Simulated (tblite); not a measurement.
C₇H₈ClP.
SMILES: `Cc1cc(Cl)cpc1C`

Level: GFN2-xTB in tblite, geometry and Hessian alike; calculated harmonic values, unscaled, isolated species. The method is semi-empirical: single wavenumbers can be off by several per cent or more.

Harmonic wavenumbers (cm⁻¹): 87.5, 128.8, 169.4, 206.0, 217.5, 234.2, 307.1, 326.4, 340.8, 394.1, 435.5, 502.0, 503.8, 597.2, 695.5, 797.6, 829.3, 853.5, 893.1, 947.5, 1008.0, 1010.4, 1026.1, 1103.9, 1132.8, 1172.3, 1229.5, 1321.6, 1381.4, 1398.8, 1407.4, 1469.6, 1470.4, 1485.5, 1486.5, 1510.4, 1538.3, 2991.2, 3005.3, 3005.7, 3019.7, 3027.8, 3051.1, 3061.8, 3088.5.

A = 2062, B = 820.7, C = 591.3 MHz; mass 158.005 u (most abundant isotopes); point group Cs, symmetry number 1.

Problem. Zero-point energy?

Solution. Half the sum of the wavenumbers: 27935 cm⁻¹ = 79.87 kcal/mol.

Problem. Give the ideal-gas entropy at 298.15 K and 1 bar in the rigid-rotor, harmonic-oscillator model (classical rotation).

Solution. Translation 41.11, rotation 30.15, vibration 24.22: S = 95.5 cal/(mol K).

Problem. And Cp and H(298.15 K) − H(0)?

Solution. Cp = 36.98 cal/(mol K), of which vibrations give 29.03 (their classical limit is 45 R = 89.4); H(298.15 K) − H(0) = 6.57 kcal/mol without the zero-point energy, 4.20 from vibrations.

Problem. Blend soft modes into free rotors: weight 1/[1 + (100 cm⁻¹/ν̃)⁴] for the oscillator and the rest for a rotor with moment μB/(μ + B), μ = h/(8π²ν), B = 10⁻⁴⁴ kg m². What vibrational entropy results?

Solution. 23.68 cal/(mol K) in place of 24.22, which changes −T·S at 298.15 K by +0.16 kcal/mol.

Problem. Which modes carry the vibrational entropy at 298.15 K?

Solution. 87.5 cm⁻¹: 3.72; 128.8 cm⁻¹: 2.96; 169.4 cm⁻¹: 2.44; 206.0 cm⁻¹: 2.08; 217.5 cm⁻¹: 1.98; 234.2 cm⁻¹: 1.85 cal/(mol K); the other 39 give 9.19 together.

Hindered rotation and anharmonicity are outside this model.

Time: 0.93 s wall. Hardware: one thread of an AMD EPYC 7R43, no GPU, shared host with 256 logical CPUs at a one-minute load of 74. This covers the Hessian and the dipole derivatives.
